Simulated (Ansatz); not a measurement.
CuBr₂, that is [CuBr2]- with one electron fewer. The state is a doublet with charge 0. Geometry PBE-D4/def2-TZVPD, that of the charge -1 singlet; atoms count from 1.

```xyz
3

Cu    0.000    0.000    0.000
Br    2.092   -0.884    0.078
Br   -2.092    0.884   -0.078
```

Problem. Estimate the Mulliken populations from the PBE0/def2-TZVPD orbitals of Ansatz.

Solution. 
```csv
atom,charge (e),spin (α − β),d electrons
Cu1,-0.14,0.38,9.56
Br2,0.07,0.31,–
Br3,0.07,0.31,–
```
Mulliken values depend strongly on the basis. With diffuse functions, as here, like atoms can get unlike values, and bond orders can come out too low or too high.

Problem. Where does the spin sit?

Solution. Summed by element: Cu 0.38, Br 0.62, of 1 unpaired in all. Largest on single atoms: Cu1 0.38, Br3 0.31, Br2 0.31.

Problem. And the Mayer bond orders between heavy atoms (over 0.3)?

Solution. Cu1–Br2 1.18 (2.27 Å); Cu1–Br3 1.18 (2.27 Å).
